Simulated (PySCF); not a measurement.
Mg(F)(GeH3) (FGeH₃Mg), SMILES [F][Mg][GeH3]. Heavy atoms are numbered as in [Mg:1]([F:2])[GeH3:3]. Hydrogens are named by the atom that carries them.

Geometry: PBE0-D3(BJ)/def2-TZVP.

Calculation: PBE0/pcSseg-2 run with PySCF.

GIAO shieldings, no solvent; atoms alike by connectivity are averaged. δ = σ(ref) − σ: ¹⁹F against CFCl3 (σ = 165.8 ppm); ⁷³Ge against GeH4 (σ = 1662.5 ppm); ¹H against TMS (σ = 31.54 ppm), references at their B3LYP-D3(BJ)/def2-TZVP geometries, non-relativistic.

Computed chemical shifts:
```tsv
nucleus	atoms	count	δ (ppm)
¹⁹F	F2	1	-213.4
⁷³Ge	Ge3 (GeH3)	1	-136.1
¹H	H on Ge3	3	3.25
```
